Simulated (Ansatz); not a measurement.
Geometry optimisation, RKS PBE/def2-SVP (Ansatz).

Input file:

```yaml
crystal:
  periodic: [false, false, false]
  atoms:
    - { symbol: Hf, position_ang: [0.0, 0.0, 0.0] }
    - { symbol: Cl, position_ang: [0.0, 0.0, 2.87] }
    - { symbol: O, position_ang: [1.952, 0.0, -0.6893] }
    - { symbol: H, position_ang: [2.2684, -0.9521, -0.806] }
    - { symbol: O, position_ang: [-0.975, 1.6891, -0.6893] }
    - { symbol: H, position_ang: [-1.9328, 1.4584, -0.9117] }
    - { symbol: O, position_ang: [-0.975, -1.6891, -0.6893] }
    - { symbol: H, position_ang: [-1.4296, -2.1548, 0.0831] }
    - { symbol: F, position_ang: [1.1957, 1.8033, 0.7189] }
    - { symbol: H, position_ang: [0.8728, 1.3162, 1.9315] }
basis:
  gaussian: { orbitals: def2-SVP }
hamiltonian:
  xc: pbe
relax:
  f_tol: 0.15
  max_steps: 25
  restrain:
    - { distance: [0, 8], at: 3.18, k: 30.0 }
    - { distance: [9, 1], at: 2.57, k: 30.0 }
    - { distance: [0, 1], at: 2.52, k: 30.0 }
    - { distance: [9, 8], at: 0.92, k: 30.0 }
```

Command:

```bash
$ ansatz run input.yaml --threads 4 --pin off --max-ram 5120MiB --backend cpu --events-out ev --progress --plain --runs-dir out
```

Problem. Where does it end, and by what steps?

Solution. The forces met the threshold. The restraints hold the end off the free minimum; the threshold counts their pulls, which the force column leaves out. Restrained pairs: Hf1–F9 (2.28 → 3.17 Å), Cl2–H10 (1.84 → 2.56 Å), Hf1–Cl2 (2.87 → 2.50 Å), F9–H10 (1.35 → 0.93 Å). After 13 steps the energy has fallen by 2.276 eV (the restraints' own energy left out); H10 moved furthest, 0.81 Å.

```csv
step,energy less start (eV),largest force component (eV/Å),accepted
0,0.0000,3.529,yes
1,-0.4125,3.924,yes
2,-0.8186,5.149,yes
3,-1.4329,3.279,yes
4,-1.8726,1.053,yes
5,-1.9719,0.913,yes
6,-2.1000,0.743,yes
7,-2.1765,0.945,yes
8,-2.2364,0.740,yes
9,-1.9396,2.652,no
10,-2.2569,0.724,yes
11,-2.2559,0.798,yes
12,-2.2696,0.773,yes
13,-2.2758,0.738,yes
```

```xyz
10
Properties=species:S:1:pos:R:3
Hf -0.159 -0.286 0.198
Cl -0.015 -0.076 2.682
O 1.557 -0.532 -0.639
H 2.390 -0.512 -1.126
O -1.191 1.122 -0.617
H -1.468 1.906 -1.109
O -1.143 -1.915 -0.072
H -1.654 -2.596 -0.525
F 1.413 2.328 1.079
H 1.245 2.032 1.947
```

The run took 28 s on 4 threads of Arm Neoverse V1, with other jobs on the host, peak memory 0.19 GiB.
